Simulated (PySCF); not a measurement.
SCF from a fresh guess for singlet SbSF₃, at the PBE0 minimum. PySCF input:

```python
from pyscf import gto, scf, dft
mol = gto.M(atom='''
Sb     0.060925     0.000000    -0.032788
S     -1.827295     0.000000     1.085687
F      0.483351     1.408213    -1.232639
F      0.483351    -1.408213    -1.232639
F      1.733779     0.000000     0.863276''',
    basis={'Sb': 'def2-SVP', 'S': 'def2-SVP', 'F': 'def2-SVP'},
    ecp={'Sb': 'def2-SVP'},
    charge=0, spin=0)
mf = dft.RKS(mol, xc='PBE0')
mf.grids.atom_grid = (50, 194)
aux = {'Sb': 'def2-universal-JKFIT', 'S': 'def2-universal-JKFIT', 'F': 'def2-universal-JKFIT'}
mf = mf.density_fit(auxbasis=aux)
mf.conv_tol = 1e-08
mf.diis_space = 10
mf.max_cycle = 60
mf.init_guess = 'minao'
mf.verbose = 4
mf.kernel()
```

Excerpt of the output (cycles and frontier levels):

```
init E= -911.947530182198
  HOMO = -0.762885831529978  LUMO = -0.713474041087222  gap/eV = 1.34456
cycle= 1 E= -934.385163882793  delta_E= -22.4  |g|= 3.16  |ddm|= 10.2
cycle= 2 E= -924.955729282312  delta_E= 9.43  |g|= 6.92  |ddm|= 16.2
  HOMO = -0.339507316077172  LUMO = -0.0389305374723108  gap/eV = 8.17911
cycle= 3 E= -936.517286985234  delta_E= -11.6  |g|= 1.62  |ddm|= 14.6
  HOMO = -0.312279834766577  LUMO = -0.122629737172289  gap/eV = 5.16064
cycle= 4 E= -937.010054207321  delta_E= -0.493  |g|= 1.09  |ddm|= 2.52
  HOMO = -0.307901598967445  LUMO = -0.141196293388781  gap/eV = 4.53628
cycle= 5 E= -937.215363592738  delta_E= -0.205  |g|= 0.142  |ddm|= 0.865
  HOMO = -0.31665622361062  LUMO = -0.141896598782594  gap/eV = 4.75545
cycle= 6 E= -937.218489509686  delta_E= -0.00313  |g|= 0.0479  |ddm|= 0.133
  HOMO = -0.317489367810328  LUMO = -0.140628663083767  gap/eV = 4.81262
cycle= 7 E= -937.218793339216  delta_E= -0.000304  |g|= 0.0239  |ddm|= 0.0484
  HOMO = -0.317921881435302  LUMO = -0.139762738357788  gap/eV = 4.84796
cycle= 8 E= -937.218896437603  delta_E= -0.000103  |g|= 0.0023  |ddm|= 0.0186
  HOMO = -0.317965958061845  LUMO = -0.139558132825869  gap/eV = 4.85472
cycle= 9 E= -937.218898006346  delta_E= -1.57e-06  |g|= 0.00104  |ddm|= 0.00457
  HOMO = -0.317864742907689  LUMO = -0.13955909085854  gap/eV = 4.85194
cycle= 10 E= -937.218898416244  delta_E= -4.1e-07  |g|= 9.57e-05  |ddm|= 0.0017
  HOMO = -0.317877980562746  LUMO = -0.139566852680851  gap/eV = 4.85209
cycle= 11 E= -937.218898418681  delta_E= -2.44e-09  |g|= 4.04e-05  |ddm|= 0.000181
  HOMO = -0.317863998992289  LUMO = -0.139565482472335  gap/eV = 4.85175
Extra cycle  E= -937.218898417474  delta_E= 1.21e-09  |g|= 7.16e-05  |ddm|= 0.000181
converged SCF energy = -937.218898417474
```

No lower solution of this spin was found by a stability analysis within the restricted form, which does not test spin polarisation.

The search for the lowest solution, with the stability check, took 8.6 s on 2 threads of a shared Arm Neoverse N1 host, with 86 basis functions; the process peaked at 0.37 GiB.
